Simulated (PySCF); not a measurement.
Electronic structure of Zn⁺ (zinc, charge +1) at the UHF level

Configuration: [Ar] 3d10 4s1, 2S determinant. All numbers are calculated (PySCF 2.14, the spin-free X2C one-electron Hamiltonian (Gaussian nucleus), in x2c-TZVPall (6s5p4d1f, 48 functions)).

```json
{
 "Total energy": "-1793.967878 hartree",
 "One-electron energy": "-2494.5388 hartree",
 "Hartree (Coulomb) energy": "770.9579 hartree",
 "Exchange energy": "-70.3870 hartree",
 "⟨S²⟩": "0.7510",
 "⟨L²⟩": "0.000",
 "Sum of ⟨r⟩": "18.66 bohr",
 "Sum of ⟨r²⟩": "22.43 bohr²",
 "Langevin diamagnetic susceptibility": "-17.8 ×10⁻⁶ cm³/mol",
 "Time after the integrals": "0.13 s of wall time on 1 thread of Neoverse-V2 (shared host)"
}
```

```json
{"shell": "1s α", "electrons": "1", "mean orbital energy (eV)": "-9739.3", "rms radius, mean of both spins (bohr)": "0.0580"}
{"shell": "1s β", "electrons": "1", "mean orbital energy (eV)": "-9739.2", "rms radius, mean of both spins (bohr)": "0.0580"}
{"shell": "2s α", "electrons": "1", "mean orbital energy (eV)": "-1242.9", "rms radius, mean of both spins (bohr)": "0.244"}
{"shell": "2s β", "electrons": "1", "mean orbital energy (eV)": "-1242.8", "rms radius, mean of both spins (bohr)": "0.244"}
{"shell": "2p β", "electrons": "3", "mean orbital energy (eV)": "-1074.3", "rms radius, mean of both spins (bohr)": "0.219"}
{"shell": "2p α", "electrons": "3", "mean orbital energy (eV)": "-1074.3", "rms radius, mean of both spins (bohr)": "0.219"}
{"shell": "3s α", "electrons": "1", "mean orbital energy (eV)": "-167.28", "rms radius, mean of both spins (bohr)": "0.732"}
{"shell": "3s β", "electrons": "1", "mean orbital energy (eV)": "-167.02", "rms radius, mean of both spins (bohr)": "0.732"}
{"shell": "3p α", "electrons": "3", "mean orbital energy (eV)": "-114.95", "rms radius, mean of both spins (bohr)": "0.777"}
{"shell": "3p β", "electrons": "3", "mean orbital energy (eV)": "-114.94", "rms radius, mean of both spins (bohr)": "0.777"}
{"shell": "3d α", "electrons": "5", "mean orbital energy (eV)": "-30.172", "rms radius, mean of both spins (bohr)": "0.999"}
{"shell": "3d β", "electrons": "5", "mean orbital energy (eV)": "-30.151", "rms radius, mean of both spins (bohr)": "0.999"}
{"shell": "4s α", "electrons": "1", "mean orbital energy (eV)": "-16.990", "rms radius, mean of both spins (bohr)": "2.71"}
```

Densities and radii are taken from the X2C orbitals without a picture-change correction, which distorts them close to the nucleus.
